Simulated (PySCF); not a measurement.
Electron correlation in Ca¹⁰⁺ (calcium, charge +10)

Starting occupation: [Ne]. Computed with PySCF 2.14 in an even-tempered Gaussian basis (18 s from 0.3 bohr⁻², ratio 2.6; 12 p from 0.39 bohr⁻², ratio 2.6; 6 d from 0.4 bohr⁻², ratio 2.8; 3 f from 17 bohr⁻², ratio 2.8), with X2C-1e with screened-nucleus spin-orbit coupling, Gaussian nucleus. Frozen: 1s2; 8 electrons correlated; the 44 highest virtual spinors left out.

MP2 pair energies summed by pair of shells (mhartree):

| pair | energy | share (%) |
| --- | --- | --- |
| 2p1/2-2p3/2 | -94.75 | 33.5 |
| 2p3/2-2p3/2 | -90.24 | 31.9 |
| 2p3/2-2s1/2 | -43.73 | 15.4 |
| 2p1/2-2s1/2 | -21.94 | 7.7 |
| 2p1/2-2p1/2 | -21.53 | 7.6 |
| 2s1/2-2s1/2 | -10.97 | 3.9 |

Total MP2 correlation energy: -283.16 mhartree.

The virtual space was cut to 44 spinors, which keep -214.85 of the -283.16 mhartree of MP2 correlation.

```
  level  correlation energy (mhartree)
   CCSD                        -217.63
    (T)                          -0.14
CCSD(T)                        -217.77
```

Diagnostics: T1 = 0.00041, largest double amplitude 0.009.

Cost of the coupled-cluster step: roughly 10 core-seconds, for 8 occupied and 44 virtual spinors.

The coupled-cluster values are those of the cut space; adding the MP2 remainder, -68.31 mhartree, estimates the full space.
